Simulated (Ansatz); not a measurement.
Potential energy curve for HF (cation, charge +1), doublet.

- ROCCSDT = CCSDT on ROHF/def2-SVP, frozen core run with Ansatz (an electronic-structure program)
- ROCCSD = CCSD on ROHF/def2-SVP, frozen core (Ansatz)
- FCI = Ansatz with full CI/def2-SVP, frozen core

Energies relative to the lowest point of each curve near equilibrium, in kJ/mol:

```json
[
 {"R / Å": "0.75", "ROCCSDT": "224.0", "ROCCSD": "223.1"},
 {"R / Å": "0.81", "ROCCSDT": "110.2", "ROCCSD": "109.4"},
 {"R / Å": "0.96", "ROCCSDT": "4.3", "ROCCSD": "4.1"},
 {"R / Å": "0.98", "ROCCSDT": "1.4", "ROCCSD": "1.3"},
 {"R / Å": "1.01", "ROCCSDT": "0.0", "ROCCSD": "0.0"},
 {"R / Å": "1.25", "ROCCSDT": "56.5", "ROCCSD": "57.4"},
 {"R / Å": "1.84", "ROCCSDT": "243.5", "ROCCSD": "244.8"},
 {"R / Å": "1.99", "ROCCSDT": "274.2", "ROCCSD": "274.8"},
 {"R / Å": "2.52", "ROCCSDT": "334.3", "ROCCSD": "332.9"},
 {"R / Å": "2.72", "ROCCSDT": "344.1", "ROCCSD": "342.4"},
 {"R / Å": "3.50", "ROCCSDT": "357.6", "ROCCSD": "355.6"},
 {"R / Å": "3.98", "ROCCSDT": "359.7", "ROCCSD": "357.6"}
]
```

Q: Predict the corresponding FCI column.

A: 0.75: 224.1; 0.81: 110.3; 0.96: 4.3; 0.98: 1.4; 1.01: 0.0; 1.25: 56.4; 1.84: 243.6; 1.99: 274.3; 2.52: 334.3; 2.72: 344.1; 3.50: 357.6; 3.98: 359.7 (kJ/mol).
